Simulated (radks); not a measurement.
Effect of the nuclear size on the mercury ion Hg2+, [Xe] 4f14 5d10. All-electron calculation, Dirac Kohn-Sham, LDA (Slater exchange, Perdew-Wang correlation), spin-unpolarised, spherical densities, finite nucleus; Fermi nuclear charge, rms radius 5.4648 fm. Program: a radial shooting solver on a logarithmic mesh with Libxc functionals. The rms radius is varied about that value; shifts are against it.

rms radius (fm),total energy shift (eV),density at nucleus (e/bohr^3),1s1/2 shift (meV),2s1/2 shift (meV),5s1/2 shift (meV),5p1/2 shift (meV),5d5/2 shift (meV),6s1/2 (empty) shift (meV),6p1/2 (empty) shift (meV)
4.6123,-31.1,2.481e+06,-12400,-1860,-22.2,-0.619,0.181,-2.88,-0.152
5.0987,-13.7,2.381e+06,-5500,-820,-9.80,-0.274,0.080,-1.27,-0.067
5.4648,0,2.314e+06,0.000,0.000,0.000,0.000,0.000,0.000,0.000
5.7982,13.0,2.258e+06,5200,775,9.27,0.260,-0.076,1.20,0.064
6.4211,38.5,2.165e+06,15400,2290,27.4,0.773,-0.224,3.56,0.189

Slopes of the eigenvalues against <r^2> in GHz/fm^2, as finite differences over the two radii next to the reference (eigenvalue slopes, not the field-shift constants of lines): 1s1/2 339000, 2s1/2 50600, 5s1/2 605, 5p1/2 17.0, 5d5/2 -4.93, 6s1/2 (empty) 78.5, 6p1/2 (empty) 4.15.
